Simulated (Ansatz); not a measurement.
Consider the formal exchange of groups at the Si–I bond: `[SiH3]I` + `[OH][AlH][Cl]` → `[OH][Al]([SiH3])[Cl]` + HI.

Computed with Ansatz on PBE0-D4/def2-TZVP structures; ΔE is electronic, products minus reactants. CCSD(T)/CBS is the MP2 limit (def2-TZVPP, def2-QZVPP) plus CCSD(T) − MP2 in def2-TZVPP, frozen cores. This one scheme is used for every species. DFT in def2-TZVPP. HSE06 is defined as in plane-wave codes. Elements past krypton have def2 core potentials. For I outer-core shells are correlated without core-valence functions, which leaves a few kJ/mol of doubt a bond. One conformer a species, not always the lowest.

`[SiH3]I`:

```xyz
5

Si   -0.199    0.045    0.035
I     2.147   -0.483   -0.375
H    -0.869    0.244   -1.271
H    -0.266    1.282    0.846
H    -0.813   -1.088    0.765
```

`[OH][AlH][Cl]`:

Cartesian coordinates in Å:
```
O -0.981 0.557 0.622
Al 0.412 -0.238 0.110
Cl 0.801 -0.438 -1.940
H -1.630 0.939 0.034
H 1.398 -0.819 1.174
```

`[OH][Al]([SiH3])[Cl]`:

```xyz
8

O    -0.477   -0.105   -2.147
Al    0.510   -0.224   -0.784
Si   -0.436    0.266    1.403
Cl    2.522   -0.786   -1.036
H    -0.184   -0.274   -3.042
H    -1.611   -0.608    1.668
H     0.567    0.050    2.480
H    -0.892    1.682    1.459
```

HI:

Cartesian coordinates in Å:
```
I 0.110 -0.058 0.795
H -0.110 0.058 -0.795
```

```csv
level,ΔE (eV)
HSE06-D4,0.68
B2PLYP,0.77
HF/def2-SVP,0.83
HF/def2-QZVPP,0.91
```

(1) What does CCSD(T)/CBS give? (An estimate is asked.)

Largest T1 diagnostic among the species: 0.012.

Results:

(1) Ansatz gave: +0.78 eV. The listed levels differ from it by -0.10, -0.01, 0.05, 0.13 eV.

From BLYP to BHLYP (50 % exact exchange), in def2-TZVPP and without D4, ΔE moves by +0.12 eV. In def2-TZVPP, CCSD(T) changes the Hartree–Fock value by −0.20 eV (the triples alone add −0.01 eV) and MP2 by −0.05 eV. At CCSD(T), def2-SVP lies −0.15 eV from the extrapolated value and def2-TZVPP −0.09 eV.
